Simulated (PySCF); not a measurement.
# Orbital picture of GaSn

revPBE at R = 2.684 Å; PySCF, scalar-relativistic core potentials, basis sets Ga cc-pVDZ-PP with ECP10, Sn cc-pVDZ-PP with ECP28. State: ⁴Σ⁻ (quartet), unpaired electrons σ ↑, π ↑↑. Only the outer orbitals are listed, counted within each symmetry, core potentials removing the inner ones.

| spin | orbital | occ. | ε (eV) | on Ga (%) | main shells (%) |
| --- | --- | --- | --- | --- | --- |
| α | 7σ | 1 | -11.58 | 30 | 68 Sn s, 26 Ga s |
| α | 8σ | 1 | -8.70 | 65 | 64 Ga s, 27 Sn s |
| α | 9σ | 1 | -4.52 | 47 | 51 Sn p, 40 Ga p |
| α | 5π | 1 | -4.41 | 28 | 72 Sn p, 27 Ga p |
| α | 5π | 1 | -4.41 | 28 | 72 Sn p, 27 Ga p |
| α | 6π | 0 | -2.20 | 72 | 72 Ga p, 27 Sn p |
| α | 6π | 0 | -2.20 | 72 | 72 Ga p, 27 Sn p |
| α | 10σ | 0 | -0.05 | 63 | 64 Ga p, 40 Sn p |
| β | 7σ | 1 | -10.33 | 37 | 61 Sn s, 33 Ga s |
| β | 8σ | 1 | -7.72 | 61 | 59 Ga s, 32 Sn s |
| β | 9σ | 0 | -3.18 | 49 | 49 Sn p, 44 Ga p |
| β | 5π | 0 | -3.10 | 42 | 58 Sn p, 41 Ga p |
| β | 5π | 0 | -3.10 | 42 | 58 Sn p, 41 Ga p |

Question: Which are the highest filled and the lowest empty level, where do they sit, and how wide is the gap?

Answer: Highest filled α 5π at -4.41 eV (in %: 72 Sn p, 27 Ga p); lowest empty β 9σ at -3.18 eV (in %: 49 Sn p, 44 Ga p); the gap at revPBE is 1.23 eV.

- bond order (Mayer): 1.53
- ⟨S²⟩: 3.752
- charge on Ga (Mulliken, basis-dependent): 0.04
- charge on Ga (Löwdin, basis-dependent): -0.01
- dipole moment (positive dipole means Ga(−)Sn(+)): -0.77 D

Spin–orbit coupling is left out. The state was picked by a PBE0 search and need not be the measured ground state.
